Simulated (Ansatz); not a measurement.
Ideal-gas functions of `C[Se][Ga]([Cl])[Cl]` at 600 K and 1 bar, from an Ansatz frequency run at PBE0-D4/def2-TZVP.

Molar mass 234.62 g/mol, point group Cs (symmetry number 1), electronic degeneracy 1, moments of inertia 278.684, 534.855, 810.322 u Å². Harmonic wavenumbers (cm⁻¹, unscaled): 48, 74, 81, 119, 128, 172, 284, 422, 449, 602, 922, 934, 1313, 1461, 1464, 3089, 3188, 3202.

Use S(trans) = R[1.5 ln M + 2.5 ln T − 1.1517]; rotational temperatures θ = 24.2544 K / I; S(rot) = R[ln(√π/σ · √(T³/θAθBθC)) + 1.5]; for each mode x = 1.438777 ν̃/T, S = R[x/(eˣ − 1) − ln(1 − e⁻ˣ)] and H = RT x/(eˣ − 1); 1 cm⁻¹ = 0.0119627 kJ/mol; R = 8.31446 J/(mol·K).

Question: By hand: the entropy, in J/(mol·K).

Answer: Translation 191.5. Rotation: θ = 0.087, 0.0453, 0.0299 K, giving 134.6. Vibration, mode by mode: 26.29, 22.70, 21.95, 18.77, 18.17, 15.74, 11.67, 8.56, 8.09, 5.95, 3.23, 3.16, 1.54, 1.16, 1.15, 0.04, 0.03, 0.03, in all 168.2. Electronic 0.0. Sum 494.3 J/(mol·K).

Question: By hand: H − E and G − E in kJ/mol, counted from the electronic energy.

Answer: Zero-point energy ½ × 17952 × 0.0119627 = 107.4; thermal vibration 42.3; translation, rotation and pV give 4 RT = 20.0. H − E = 169.7 kJ/mol, and G − E = 169.7 − 600 × 494.3/1000 = -126.9 kJ/mol.

Vibration gives 34 % of the entropy, 107.9 J/(mol·K) of it from the modes under 150 cm⁻¹: soft modes count most, and the harmonic formula is weakest for them. The sum counts one conformer and one mirror image; others add a mixing term.
